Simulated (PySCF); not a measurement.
C$_{2}$H$_{6}$N, charge +1, singlet, geometry from GFN2-xTB; PySCF with M062X/6-31G*, TDA.

Here is a job for PySCF.
```python
from pyscf import gto, scf, dft, tdscf

mol = gto.Mole()
mol.atom = '''
    C     1.194498    0.209575   -0.256414
    N     0.159017   -0.258254    0.297519
    C    -1.193423    0.047958   -0.042081
    H     1.109618    0.916709   -1.075029
    H     2.186800   -0.078815    0.066605
    H     0.257352   -0.925254    1.069466
    H    -1.707545    0.460142    0.829551
    H    -1.245277    0.758625   -0.865163
    H    -1.720518   -0.868829   -0.317093
'''
mol.basis = '6-31g*'
mol.charge = 1
mol.spin = 0
mol.verbose = 3
mol.build()

mf = dft.RKS(mol)
mf.xc = 'm062x'
mf.kernel()
td = mf.TDA()
td.nstates = 15
td.kernel()
td.analyze()
```

Q: Write the output that PySCF gives for this input, abridged.

A: 
```
converged SCF energy = -134.219626060534
Excitation energies (eV)
[ 7.90181965  8.45545491  8.58537403 10.75598129 10.87023799 11.53036711
 12.08671062 12.35105713 12.64763045 13.20350828 13.24956599 13.54638742
 13.7807277  13.85562229 14.34578859]

** Singlet excitation energies and oscillator strengths **
Excited State   1:      7.90182 eV    156.91 nm  f=0.0001
Excited State   2:      8.45545 eV    146.63 nm  f=0.4247
Excited State   3:      8.58537 eV    144.41 nm  f=0.0011
Excited State   4:     10.75598 eV    115.27 nm  f=0.0058
Excited State   5:     10.87024 eV    114.06 nm  f=0.0013
Excited State   6:     11.53037 eV    107.53 nm  f=0.1728
Excited State   7:     12.08671 eV    102.58 nm  f=0.0002
Excited State   8:     12.35106 eV    100.38 nm  f=0.0212
Excited State   9:     12.64763 eV     98.03 nm  f=0.0636
Excited State  10:     13.20351 eV     93.90 nm  f=0.0656
Excited State  11:     13.24957 eV     93.58 nm  f=0.0367
Excited State  12:     13.54639 eV     91.53 nm  f=0.1490
Excited State  13:     13.78073 eV     89.97 nm  f=0.0619
Excited State  14:     13.85562 eV     89.48 nm  f=0.0646
Excited State  15:     14.34579 eV     86.43 nm  f=0.1654
```
